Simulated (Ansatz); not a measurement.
Job for Ansatz (an electronic-structure program): R-B3LYP/def2-TZVPP on HF (SMILES F).

Ansatz 0.2 input:
```yaml
crystal:
  periodic: [false, false, false]
  atoms:
    - {symbol: F, position_ang: [-0.00000000, -0.00000000, -0.46237615]}
    - {symbol: H, position_ang: [0.00000000, 0.00000000, 0.46237615]}
basis:
  gaussian:
    orbitals: def2-TZVPP
hamiltonian:
  xc: {name: B3LYP}
scf: {lower_state_search: off}
```

The log:

```
WARN ansatz: RAYON_NUM_THREADS=8 ignored (pool sized by the plan → 8); use --threads N
Functional definition: B3LYP
these checks for a lower state are left out or cut short: stability, starts, cluster_reference, orbital_swaps, neighbouring_geometries, increment
integrals: 0.00 GiB planned
215 factors; their error is unknown
mean field: 0.10 GiB planned
mean field evaluation 1: about -2732.9947 eV, gradient 3.4e1 eV
mean field evaluation 2: about -2730.8570 eV, gradient 5.4e1 eV
mean field evaluation 4: about -2734.5351 eV, gradient 1.2e-1 eV
mean field evaluation 8: about -2734.5462 eV, gradient 6.4e-3 eV
mean field -2734.54617051 eV, -100.4927182242 hartree, gradient 1.8e-6 eV, S^2 0.000000; 0 other end points of the search recorded, 0 dependent functions left out
reference -2734.54626172 eV, -100.4927215760 hartree; 5, 5 occupied and 40, 40 virtual orbitals, 215 factors
Total energy: -2734.54626172 eV, -100.4927215760 hartree
Checks for a lower state left out: stability, starts, cluster_reference, orbital_swaps, neighbouring_geometries, increment
```

The run converged.

Cost: very roughly 0.4 core-seconds.
